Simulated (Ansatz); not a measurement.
Basis-set series for `FC1C[SiH2]1`. Total charge 0; spin multiplicity 1. Geometry: relaxed with PBE0-D4/def2-TZVP.

```json
{"functional": "PBE0-D4", "basis": "def2-SVP", "functions": "85", "energy (Eh)": "-467.95813", "HOMO (eV)": "-7.03", "LUMO (eV)": "0.43"}
{"functional": "PBE0-D4", "basis": "def2-QZVPP", "functions": "391", "energy (Eh)": "-468.28996", "HOMO (eV)": "-7.10", "LUMO (eV)": "-0.16"}
{"functional": "ωB97M-V", "basis": "def2-SVP", "functions": "85", "energy (Eh)": "-468.16985", "HOMO (eV)": "-9.20", "LUMO (eV)": "2.35"}
{"functional": "ωB97M-V", "basis": "def2-QZVPP", "functions": "391", "energy (Eh)": "-468.50826", "HOMO (eV)": "-9.28", "LUMO (eV)": "1.29"}
```

Task: Give the rows for def2-TZVPP. (An estimate is asked.)

Result: Ansatz gave: 
```csv
functional,basis,functions,energy (Eh),HOMO (eV),LUMO (eV)
PBE0-D4,def2-TZVPP,205,-468.27039,-7.08,-0.02
ωB97M-V,def2-TZVPP,205,-468.48987,-9.26,1.65
```

Positive LUMOs are unbound and depend on the basis.
